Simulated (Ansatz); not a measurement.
Ideal-gas functions of CH3ClF2SZr, SMILES `C[S][Zr]([F])([F])[Cl]` at 600 K and 1 bar, from an Ansatz frequency run at PBE0-D4/def2-TZVP.

Molar mass 211.78 g/mol, point group Cs (symmetry number 1), electronic degeneracy 1, moments of inertia 254.385, 471.748, 544.436 u Å². Harmonic wavenumbers (cm⁻¹, unscaled): 63, 82, 106, 108, 125, 145, 154, 171, 400, 425, 666, 671, 705, 954, 983, 1374, 1438, 1485, 3009, 3120, 3177.

Use S(trans) = R[1.5 ln M + 2.5 ln T − 1.1517]; rotational temperatures θ = 24.2544 K / I; S(rot) = R[ln(√π/σ · √(T³/θAθBθC)) + 1.5]; for each mode x = 1.438777 ν̃/T, S = R[x/(eˣ − 1) − ln(1 − e⁻ˣ)] and H = RT x/(eˣ − 1); 1 cm⁻¹ = 0.0119627 kJ/mol; R = 8.31446 J/(mol·K).

**Question.** By hand: the entropy, in J/(mol·K).

**Answer.** Translation 190.2. Rotation: θ = 0.0953, 0.0514, 0.0445 K, giving 132.1. Vibration, mode by mode: 24.04, 21.85, 19.73, 19.57, 18.36, 17.14, 16.64, 15.78, 8.97, 8.51, 5.25, 5.20, 4.87, 3.04, 2.88, 1.37, 1.21, 1.11, 0.05, 0.04, 0.04, in all 195.6. Electronic 0.0. Sum 517.9 J/(mol·K).

**Question.** By hand: H − E and G − E in kJ/mol, counted from the electronic energy.

**Answer.** Zero-point energy ½ × 19361 × 0.0119627 = 115.8; thermal vibration 50.6; translation, rotation and pV give 4 RT = 20.0. H − E = 186.4 kJ/mol, and G − E = 186.4 − 600 × 517.9/1000 = -124.3 kJ/mol.

Vibration gives 38 % of the entropy, 120.7 J/(mol·K) of it from the modes under 150 cm⁻¹: soft modes count most, and the harmonic formula is weakest for them. The sum counts one conformer and one mirror image; others add a mixing term.
